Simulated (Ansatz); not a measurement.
C₂H₉NOSi (`NCCO[SiH3]`), relaxed with RKS PBE0-D4/def2-TZVP in the Gaussian-basis code of Ansatz from a PBE-D4/def2-SVP geometry. The force threshold is 0.005 eV/Å; the program also tests the step.

Total charge 0; spin multiplicity 1.

Start:

```xyz
14

N     0.624   -0.212    2.087
C     1.360   -0.360    0.837
C     0.614    0.346   -0.284
O    -0.644   -0.303   -0.469
Si   -1.805    0.258   -1.550
H    -0.313   -0.616    1.948
H     1.064   -0.777    2.824
H     1.538   -1.417    0.508
H     2.361    0.116    0.934
H     0.462    1.415   -0.003
H     1.215    0.313   -1.223
H    -2.247    1.658   -1.204
H    -2.958   -0.692   -1.443
H    -1.269    0.270   -2.961
```

Task: By how much does the energy fall, and how many steps does the optimiser take? (Best estimate.)

Result: The calculation gave: 0.08 eV, in 11 steps.

Task: Which bonds change most? (Best estimate.)

Result: Computed: O4–Si5 from 1.682 to 1.643 Å; C2–H8 from 1.122 to 1.101 Å; Si5–H12 from 1.509 to 1.489 Å; Si5–H14 from 1.509 to 1.490 Å.

Task: Give the relaxed structure. (Estimate.)

Result: Computed: 
```xyz
14

N     0.598   -0.225    2.058
C     1.344   -0.357    0.820
C     0.606    0.333   -0.298
O    -0.634   -0.322   -0.501
Si   -1.777    0.255   -1.530
H    -0.313   -0.653    1.944
H     1.065   -0.709    2.813
H     1.532   -1.399    0.515
H     2.317    0.130    0.935
H     0.437    1.384   -0.027
H     1.204    0.300   -1.218
H    -2.182    1.638   -1.151
H    -2.932   -0.666   -1.431
H    -1.265    0.291   -2.929
```
